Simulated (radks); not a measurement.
Spherical quantum dot in the effective-mass picture: electrons in a hard-walled sphere of radius 3.84, all in effective atomic units (hartree* = m*/eps^2 hartree, bohr* = eps/m* bohr), one dielectric constant everywhere. Method: non-relativistic Kohn-Sham, exchange-only LDA, spin-polarised, spherical densities; computed with a radial shooting solver with Libxc functionals. Levels are named by radial order and angular momentum (1s, 1p, 1d, 2s, ...), and open shells are averaged over m. Results are scaled to m* = 0.046 and eps = 16.2, for which hartree* = 4.77 meV and bohr* = 18.64 nm. Each electron was tried in the lowest free levels, single moves between levels near the top were tried too, and the lowest total energy was kept; such a search can miss a lower state. At N = 1 the Hartree and exchange-correlation terms need not cancel, so that row can carry a self-interaction error.

\begin{tabular}{lrrrrrrr}
N & open shells & 2S & E (meV) & mu = E(N) - E(N-1) (meV) & addition energy mu(N+1) - mu(N) (meV) & e(HOMO) (meV) & rms radius (nm) \\ \hline
1 & 1s(up 1, down 0) & 1 & 1.74423 & 1.7442 & 2.130 & 2.5219 & 38.51 \\
2 & none & 0 & 5.61851 & 3.8743 & 2.901 & 4.5865 & 40.25 \\
3 & 1p(up 1, down 0) & 1 & 12.3939 & 6.7754 & 1.526 & 7.5268 & 42.74 \\
4 & 1p(up 2, down 0) & 2 & 20.6954 & 8.3015 & 1.569 & 9.0823 & 44.15 \\
5 & 1p(up 3, down 0) & 3 & 30.5655 & 9.8701 & 2.150 & 10.660 & 45.14 \\
6 & 1p(up 3, down 1) & 2 & 42.5853 & 12.020 & 1.463 & 12.739 & 45.94 \\
7 & 1p(up 3, down 2) & 1 & 56.0683 & 13.483 & 1.511 & 14.234 & 46.58 \\
8 & none & 0 & 71.0625 & 14.994 & 3.210 & 15.757 & 47.12 \\
9 & 1d(up 1, down 0) & 1 & 89.2667 & 18.204 & 1.483 & 18.944 & 47.79 \\
10 & 1d(up 2, down 0) & 2 & 108.954 & 19.688 & 1.493 & 20.433 & 48.35 \\
11 & 1d(up 3, down 0) & 3 & 130.135 & 21.180 & 1.498 & 21.929 & 48.83 \\
12 & 1d(up 4, down 0) & 4 & 152.813 & 22.679 & 1.501 & 23.429 & 49.25 \\
13 & 1d(up 5, down 0) & 5 & 176.993 & 24.180 & 2.018 & 24.931 & 49.62 \\
14 & 1d(up 5, down 1) & 4 & 203.191 & 26.198 & 1.452 & 26.922 & 49.96 \\
15 & 1d(up 5, down 2) & 3 & 230.841 & 27.650 & 1.463 & 28.380 & 50.27 \\
16 & 1d(up 5, down 3) & 2 & 259.954 & 29.113 & 1.470 & 29.847 & 50.55 \\
17 & 1d(up 5, down 4) & 1 & 290.537 & 30.582 & 1.474 & 31.319 & 50.81 \\
18 & none & 0 & 322.593 & 32.056 & 3.503 & 32.794 & 51.05 \\
19 & 1f(up 1, down 0) & 1 & 358.152 & 35.559 & 1.451 & 36.284 & 51.33 \\
20 & 1f(up 2, down 0) & 2 & 395.163 & 37.010 & 1.454 & 37.737 & 51.59 \\
21 & 1f(up 3, down 0) & 3 & 433.627 & 38.464 & 1.455 & 39.192 & 51.82 \\
22 & 1f(up 4, down 0) & 4 & 473.546 & 39.920 & 1.457 & 40.648 & 52.04 \\
23 & 1f(up 5, down 0) & 5 & 514.923 & 41.376 & 1.457 & 42.105 & 52.25 \\
24 & 1f(up 6, down 0) & 6 & 557.756 & 42.834 & 1.458 & 43.563 & 52.44 \\
25 & 1f(up 7, down 0) & 7 & 602.048 & 44.292 & 1.934 & 45.021 & 52.62 \\
26 & 1f(up 7, down 1) & 6 & 648.274 & 46.226 & 1.432 & 46.941 & 52.80 \\
27 & 1f(up 7, down 2) & 5 & 695.932 & 47.658 & 1.435 & 48.375 & 52.96 \\
28 & 1f(up 7, down 3) & 4 & 745.025 & 49.093 & 1.438 & 49.812 & 53.11 \\
29 & 1f(up 7, down 4) & 3 & 795.556 & 50.531 & 1.439 & 51.251 & 53.26 \\
30 & 1f(up 7, down 5) & 2 & 847.527 & 51.971 & 1.441 & 52.691 & 53.40 \\
31 & 1f(up 7, down 6) & 1 & 900.938 & 53.411 & 1.442 & 54.132 & 53.54 \\
32 & none & 0 & 955.791 & 54.853 & 3.613 & 55.574 & 53.67 \\
33 & 2s(up 1, down 0) & 1 & 1014.26 & 58.465 & 1.719 & 59.399 & 53.46 \\
34 & 2s(up 1, down 0) 1g(up 1, down 0) & 2 & 1074.44 & 60.184 & 1.426 & 60.906 & 53.60 \\
35 & 2s(up 1, down 0) 1g(up 2, down 0) & 3 & 1136.05 & 61.610 & - & 62.412 & 53.74 \\
\end{tabular}

All shells are closed at N = 2, 8, 18, 32 (there: 1s2 1p6 1d10 1f14); the second difference of the energy has clear peaks (12 % above both neighbours; the first and last values, which can be the largest, are not judged, and half-filled shells can peak too) at N = 2, 5, 8, 13, 18, 25, 32.
